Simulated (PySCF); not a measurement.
TiH₃⁺ + 3 F₂ → TiF₃⁺ + 3 HF

Level: PBE0 in the def2-TZVP basis family, all electrons, no relativity, computed in PySCF with density fitting; open shells unrestricted.

```tsv
species	state and structure	ZPE (kJ/mol)	H(298 K) − H(0) (kJ/mol)	S° (J/(mol K))
TiH₃⁺	singlet, C3v, Ti–H 1.621 Å (×3); H–Ti–H 67.1° (×3)	39.3	13.9	243.3
F₂	singlet, D∞h, F–F 1.376 Å	6.6	8.7	201.9
TiF₃⁺	singlet, C3v, Ti–F 1.687 Å (×3); F–Ti–F 112.6° (×3)	19.5	14.8	292.3
HF	singlet, C∞v, H–F 0.920 Å	24.9	8.7	173.6
```

(1) Is the gas-phase reaction uphill or downhill in electronic energy at this level, and by how much?

(2) Add zero-point, thermal and entropy terms for 298.15 K and 1 bar.

Results:

(1) At PBE0/def2-TZVP, ΔE = -2170.3 kJ/mol, downhill. 

(2) ΔZPE = 35.1 and Δ[H(298) − H(0)] = 0.9 kJ/mol give ΔH° = -2134.3 kJ/mol. ΔS° = -35.9 J/(mol K), so ΔG° = -2134.3 − 298.15 × (-0.0359) = -2124 kJ/mol.

Only the bonding shown was studied: isomers, or loss of a ligand pair, can lie lower.
